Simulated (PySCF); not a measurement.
SiHFBr2, SMILES Br[SiH](F)Br.

Geometry optimised at TPSSh-D3(BJ)/def2-SVP. The structure was generated by enumeration, and PubChem lists no compound with its InChIKey, so it may never have been made.

Two levels are set side by side: PBE/def2-TZVP (PySCF) and M06-2X/def2-TZVP (PySCF). Same geometry, gas phase. Differences are taken from unrounded values.

```
quantity                     M06-2X
---------------------------  ------
orbital gap (eV)              10.27
highest occupied level (eV)  -10.05
lowest empty level (eV)        0.22
dipole moment (D)              1.17
mean polarisability (bohr³)    60.4
```

What does PBE give, and how far is it from M06-2X? (An estimate is asked for; the answer gives what the named calculation found.)


```tsv
quantity	PBE	PBE minus M06-2X
orbital gap (eV)	5.99	-4.28
highest occupied level (eV)	-7.56	2.49
lowest empty level (eV)	-1.57	-1.79
dipole moment (D)	0.99	-0.19
mean polarisability (bohr³)	63.3	2.9
```

PBE's occupied levels lie high since its potential decays too fast outside the molecule; exact exchange lowers them and widens the gap. Loosely held outer electrons make PBE densities more polarisable. Differences between two approximate levels are no errors against the true value.

Rough cost on one machine, each run with all the roots and properties that it gave: M06-2X against PBE about 3 times.
